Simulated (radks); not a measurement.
Problem. The mean radii <r> (bohr) of the occupied orbitals of an atom or ion are listed with their occupations. Method: Dirac Kohn-Sham, PBE, spin-unpolarised, spherical densities, point nucleus; computed with a radial shooting solver on a logarithmic mesh with Libxc functionals.

orbital  occ.      <r>
1s1/2       2  0.02557
2s1/2       2   0.1089
2p1/2       2  0.09159
2p3/2       4  0.09752
3s1/2       2   0.2825
3p1/2       2   0.2711
3p3/2       4   0.2817
3d3/2     3.2   0.2500
3d5/2     4.8   0.2532

Name the element and its charge. Open shells, if any, are shared by 2j + 1.

Solution. Z = 56, barium, charge +30: Ba30+ in [Ar] 3d8. The 1s radius gives Z: for a bare nucleus <r> = (2 gamma + 1)/(2Z) with gamma = sqrt(1 - (Z/c)^2), 0.02523 bohr for Z = 56, and screening makes it slightly larger (0.02557 here). The occupations add up to 26, and the charge is Z minus that.
